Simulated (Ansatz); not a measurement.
Several settings on one geometry of BiH2(OEt) (C₂H₇BiO) (that of the charge 0 singlet, PBE0-D4/def2-SVP). Ansatz on 4 threads of Arm Neoverse V2 on a shared host; times are rough.

```xyz
11

Bi    1.832    1.833    0.489
H     2.176    2.522   -1.137
H     0.375    2.900    0.636
O     0.775    0.209   -0.354
C    -0.294   -0.308    0.384
C    -0.841   -1.518   -0.343
H     0.008   -0.609    1.413
H    -1.104    0.444    0.512
H    -1.691   -1.957    0.203
H    -1.179   -1.233   -1.351
H    -0.058   -2.283   -0.451
```

Totals from different functionals, basis sets or treatments of relativity can't be compared as stabilities.

In the def2 sets Bi takes a core potential; there is no spin–orbit coupling. HSE06 is defined as in plane-wave codes, on full-range PBE exchange. Correlated methods freeze 7 core orbitals; core or outer-core shells of Bi are correlated, in sets that lack core-valence functions.

The spins typed aren't always the lowest for that charge.

Problem. Give the basis size and estimate the energy, ⟨S²⟩ and time of these runs.

```
run                 method  charge    state                                               further keys
  1    UKS HSE06/def2-SVPD      -1  doublet  scf: {omitted_lower_state_checks: [starts]}; forces asked
  2     UHF, rpa/def2-TZVP       0  triplet                           scf: {lower_state_search: light}
  3  RKS ωB97M-V/def2-TZVP       0  singlet  scf: {omitted_lower_state_checks: [starts]}; forces asked
```

Solution. 
| run | functions | energy (Eh) | ⟨S²⟩ | wall time |
| --- | --- | --- | --- | --- |
| 1 | 151 | -369.9398 | 0.75 | 7 s |
| 2 | 185 | -369.2207 | 2.02 | 13 s |
| 3 | 185 | -370.1655 | – | 9 s |
